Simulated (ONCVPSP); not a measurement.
# Reading a pseudo-wave (palladium)

Columns: radius, all-electron u(r) and pseudo u(r) of the 4d shell (level -3.96 eV) of palladium in the configuration [Ar] 3d10 4s2 4p6 4d10; revPBE, scalar-relativistic, ONCV scheme, ONCVPSP 4.0.1.

| r (bohr) | all-electron | pseudo |
| --- | --- | --- |
| 0.082 | -0.1330 | 0.0024 |
| 0.165 | -0.3573 | 0.0185 |
| 0.248 | -0.4079 | 0.0589 |
| 0.330 | -0.2937 | 0.1269 |
| 0.413 | -0.0920 | 0.2220 |
| 0.495 | 0.1282 | 0.3338 |
| 0.578 | 0.3341 | 0.4539 |
| 0.660 | 0.5040 | 0.5675 |
| 0.742 | 0.6357 | 0.6663 |
| 0.825 | 0.7310 | 0.7448 |
| 0.908 | 0.7930 | 0.7994 |
| 0.990 | 0.8274 | 0.8308 |
| 1.072 | 0.8410 | 0.8430 |
| 1.155 | 0.8388 | 0.8400 |
| 1.238 | 0.8252 | 0.8257 |
| 1.320 | 0.8038 | 0.8039 |
| 1.402 | 0.7772 | 0.7772 |
| 1.485 | 0.7470 | 0.7470 |
| 1.568 | 0.7150 | 0.7149 |
| 1.650 | 0.6826 | 0.6825 |
| 1.733 | 0.6498 | 0.6497 |
| 1.815 | 0.6178 | 0.6178 |
| 1.898 | 0.5863 | 0.5863 |
| 1.980 | 0.5563 | 0.5563 |
| 2.062 | 0.5275 | 0.5274 |
| 2.145 | 0.4996 | 0.4995 |

**Question.** How many radial nodes do the two functions have?

**Answer.** The all-electron 4d function has n − l − 1 = 1; the pseudo-wave has 0, since the states of the same l below it are removed with the core.

**Question.** At about which radius was the pseudo-wave matched?

**Answer.** 1.60 bohr. The columns agree to 0.0005 from 1.24 bohr on; several derivatives are matched, so the curves merge somewhat inside the radius.

**Question.** Is the pseudo-wave norm-conserving?

**Answer.** Yes: the ONCV scheme keeps the norm inside the radius equal to the all-electron one, which fixes the energy derivative of the logarithmic derivative at the level.
